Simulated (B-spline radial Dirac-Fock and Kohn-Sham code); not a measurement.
# K-line shifts caused by a second vacancy in Gd

System: atomic gadolinium in the configuration [Xe] 4f5 5d3 6s2 (an excited configuration).

Calculated with a radial finite-basis atomic code, using multi-electron Dirac-Fock with separately optimised hole states, Breit and Lamb-shift corrections added in first order. Each two-hole energy is an average over J within one jj subconfiguration, not an observable level; in light atoms, where LS coupling holds, the j-resolved values are not observed lines, and for a K spectator the Kα1 hypersatellite is nearly forbidden. No correlation.

Lines without a spectator: Kα2 (K-L2) 42304.2 eV, Kα1 (K-L3) 42991.7 eV, Kβ3 (K-M2) 48539.7 eV, Kβ1 (K-M3) 48683.1 eV. Shifts in eV with one spectator hole (a dash: not computed, or left out as unreliable):

| spectator hole | Kα2 | Kα1 | Kβ3 | Kβ1 |
| --- | --- | --- | --- | --- |
| K (1s) | +795.9 | +839.4 | +1024.5 | +1034.4 |
| L2 (2p1/2) | +95.6 | +124.9 | – | +249.6 |
| L3 (2p3/2) | +81.3 | +85.5 | +202.8 | – |
| M2 (3p1/2) | – | +17.69 | +36.7 | +43.7 |
| M3 (3p3/2) | +11.02 | – | +33.8 | +33.7 |
| M4 (3d3/2) | +3.19 | -0.18 | – | – |
| M5 (3d5/2) | -1.34 | +1.73 | – | – |
